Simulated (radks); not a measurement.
Question: Zr34+, 6 electrons, occupied as [He] 2s2 2p2. Method: scalar-relativistic Kohn-Sham, PBE, spin-polarised, spherical densities, finite nucleus; open shells are filled with parallel spins first (spin-orbit coupling, left out, can overturn this in heavy ions); Fermi nuclear charge, rms radius 4.2694 fm; computed with a radial shooting solver on a logarithmic mesh with Libxc functionals. Some entries of the table are withheld. Estimate them.

orbital,occ.,eigenvalue (eV),<r> (bohr),<r^2> (bohr^2)
1s up,1,(1),(2),0.001839
1s down,1,(3),(4),0.001835
2s up,1,-4625.077,0.1538,0.02770
2s down,1,-4591.015,0.1543,0.02789
2p up,2,-4433.453,(5),0.02108
2p down,0,-4392.692,(6),0.02127

Answer: 
(1) 1s up eigenvalue (eV): -20374.40
(2) 1s up <r> (bohr): 0.03695
(3) 1s down eigenvalue (eV): -20355.19
(4) 1s down <r> (bohr): 0.03691
(5) 2p up <r> (bohr): 0.1321
(6) 2p down <r> (bohr): 0.1326
